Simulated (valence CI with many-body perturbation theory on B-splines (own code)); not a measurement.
Results of a calculation; reference values are marked as such.
**Lu29+: magnetic and hyperfine properties of the levels**

Method: relativistic CI+MBPT: six valence electrons over a frozen Dirac-Fock core [Kr], a basis of 7 s, 7 p, 8 d, 6 f, 4 g, 1 h functions for each j, with the one-electron correlation potential Σ1 (screened to all orders), the two-electron term Σ2, the three-electron term Σ3, Breit, model QED; selected single and double excitations, second order for the rest, scaled by the run's own slope (own B-spline code, finite nucleus).

The last digits are not significant, and no measured levels were compared; by estimate large intervals hold to a few tenths of a per cent, small ones and those within an open d or f shell to about a per cent. Core correlation moves these levels by up to 8000 cm⁻¹, and in measured spectra 5 to 20 % of such shifts remained as error; rates that hang on mixing are uncertain with them. Among the levels kept, up to 770 cm⁻¹ of a level comes from second order outside the variational space, and about a tenth of that is noise between levels of different J, which matters for small intervals. Only levels of the ground parity were solved; by the run's estimate the other parity begins above the list, which can be wrong where configurations are misplaced.

A/g_I is the dipole constant over the nuclear g factor μ/I (μ in nuclear magnetons, uniformly magnetised nucleus), B/Q the quadrupole constant per barn. Both hold the static response of the core; the bare values leave it out. Large factors of s and p1/2 electrons are usually good to 5 to 10 %; those of open d and f shells near neutrality can be off by tens of per cent, and small factors of p3/2, d and f electrons come from cancelling terms and can be off by a factor of two or in sign, in half-filled shells by more. B is blank for J = 1/2, where it vanishes, and for nearly pure S terms. Energies count from the lowest level. Levels with J = 0 are left out.

Levels are named by their leading jj configuration (3d3/2^4 stands for four electrons in 3d with j = 3/2), which in mixed levels can hold well under half, so a name can repeat and another be missing. Letters in brackets count levels of one name in rising energy.

| Level | E (cm⁻¹) | g | A/g_I (MHz) | A/g_I bare | B/Q (MHz/b) | B/Q bare |
| --- | --- | --- | --- | --- | --- | --- |
| (4d3/2^4 4d5/2^2) J=4 | 0 | 1.296 | 6700 | 7190 | 14100 | 13600 |
| (4d3/2^4 4d5/2^2) J=2 | 19681 | 1.313 | 6610 | 7140 | -6990 | -6680 |
| (4d3/2^3 4d5/2^3) J=3 [a] | 86931 | 1.393 | 3670 | 4380 | 1180 | 1110 |
| (4d3/2^3 4d5/2^3) J=4 [a] | 97000 | 1.156 | 7920 | 8090 | 11700 | 11300 |
| (4d3/2^3 4d5/2^3) J=1 [a] | 99839 | 1.345 | 6390 | 6990 | -5170 | -4940 |
| (4d3/2^3 4d5/2^3) J=5 | 119160 | 1.129 | 9460 | 9570 | 6420 | 6200 |
| (4d3/2^3 4d5/2^3) J=6 | 120980 | 1.114 | 10500 | 10600 | -12800 | -12300 |
| (4d3/2^3 4d5/2^3) J=2 [a] | 134700 | 0.949 | 13300 | 12900 | -10300 | -9850 |
| (4d3/2^3 4d5/2^3) J=3 [b] | 138430 | 1.045 | 11900 | 11800 | 4900 | 4660 |
| (4d3/2^3 4d5/2^3) J=2 [b] | 168790 | 1.151 | 9480 | 9640 | 13600 | 13100 |
| (4d3/2^3 4d5/2^3) J=1 [b] | 170540 | 1.089 | 7110 | 7130 | 10300 | 9840 |
| (4d3/2^3 4d5/2^3) J=4 [b] | 173180 | 1.039 | 12000 | 11900 | -8510 | -8200 |
| (4d3/2^3 4d5/2^3) J=3 [c] | 181830 | 1.075 | 11600 | 11600 | -16300 | -15600 |
| (4d3/2^2 4d5/2^4) J=2 [a] | 197460 | 1.425 | 1050 | 1840 | 548 | 546 |
| (4d3/2^2 4d5/2^4) J=4 [a] | 215650 | 1.096 | 10200 | 10200 | 1270 | 1280 |
| (4d3/2^2 4d5/2^4) J=3 [a] | 224520 | 1.198 | 6960 | 7220 | -7130 | -6860 |
| (4d3/2^2 4d5/2^4) J=5 | 226940 | 1.099 | 10800 | 10800 | -9730 | -9320 |
| (4d3/2^2 4d5/2^4) J=6 | 239070 | 1.046 | 11800 | 11800 | -14400 | -13800 |
| (4d3/2^2 4d5/2^4) J=3 [b] | 241310 | 0.955 | 13800 | 13600 | 768 | 748 |
| (4d3/2^2 4d5/2^4) J=1 | 251350 | 1.057 | 12200 | 12100 | -4740 | -4560 |
| (4d3/2^2 4d5/2^4) J=4 [b] | 259380 | 1.054 | 12200 | 12100 | -620 | -621 |
| (4d3/2^2 4d5/2^4) J=2 [b] | 260040 | 1.051 | 11900 | 11900 | -9570 | -9220 |
| (4d3/2^2 4d5/2^4) J=2 [c] | 290500 | 0.848 | 16400 | 15900 | -1310 | -1240 |
| (4d3/2^2 4d5/2^4) J=4 [c] | 300270 | 1.162 | 8600 | 8780 | -13600 | -13000 |
| (4d3/2 4d5/2^5) J=1 | 322550 | 1.498 | -1960 | -1000 | -2970 | -2840 |
| (4d3/2^2 4d5/2^4) J=2 [d] | 350790 | 1.024 | 12200 | 12100 | 17300 | 16600 |
| (4d3/2 4d5/2^5) J=4 | 360900 | 1.026 | 12300 | 12200 | -7210 | -6860 |
| (4d3/2 4d5/2^5) J=2 | 373470 | 1.213 | 8040 | 8330 | -17800 | -17100 |
| (4d3/2 4d5/2^5) J=3 | 377850 | 1.065 | 11200 | 11200 | -16200 | -15600 |

Problem. Take the isotope of mass number 176, with I = 7, μ = 3.16 μN and Q = 4.92 b. What is the hyperfine structure of (4d3/2^3 4d5/2^3) J=4 [a]?

Solution. From the table A = 3570 MHz, B = 57800 MHz. Shifts from the centre of gravity in MHz: F = 3: -92600, F = 4: -86500, F = 5: -77200, F = 6: -63800, F = 7: -45200, F = 8: -19700, F = 9: 14100, F = 10: 58100, F = 11: 114000.
